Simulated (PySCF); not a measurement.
# Ce³⁵⁺: ionisation energy

Ce³⁵⁺ [Ar] 3d5 [3d3/2^4 3d5/2^1, M_J = 5/2] → Ce³⁶⁺ [Ar] 3d4 [3d3/2^4, M_J = 0], as a difference of total energies. Computed with PySCF 2.14 in an uncontracted even-tempered set (16 s from 6.6 bohr⁻², ratio 2.8; 12 p from 8.6 bohr⁻², ratio 2.8; 8 d from 8.6 bohr⁻², ratio 2.8; 3 f from 30 bohr⁻², ratio 3), with the two-component X2C-1e Hamiltonian. Correlated levels: [Ne] frozen; the 74 highest virtual spinors dropped. "Screened" scales the spin-orbit matrix elements by Boettger's factors to mimic the two-electron term; Breit and QED terms are absent.

```json
{"method": "GHF (spin-free)", "ionisation energy (eV)": "2401.4"}
{"method": "GMP2 (spin-free)", "ionisation energy (eV)": "2401.4"}
{"method": "GHF (screened spin-orbit)", "ionisation energy (eV)": "2380.7"}
{"method": "GMP2 (screened spin-orbit)", "ionisation energy (eV)": "2379.9"}
```

Breit and QED terms and the two-electron picture change are absent.

The spin-free rows relax to the high-spin LS determinant and lack the spin-orbit shift.

The labels give the starting determinants; with spin-orbit coupling the two ends relaxed to ⟨J²⟩ = 8.76, ⟨L²⟩ = 2.27, ⟨S²⟩ = 5.37 and ⟨J²⟩ = 0.00, ⟨L²⟩ = 2.42, ⟨S²⟩ = 2.42.

For comparison: 2378 ± 5 eV (theoretical estimate listed by NIST; NIST Atomic Spectra Database, ionization energies).
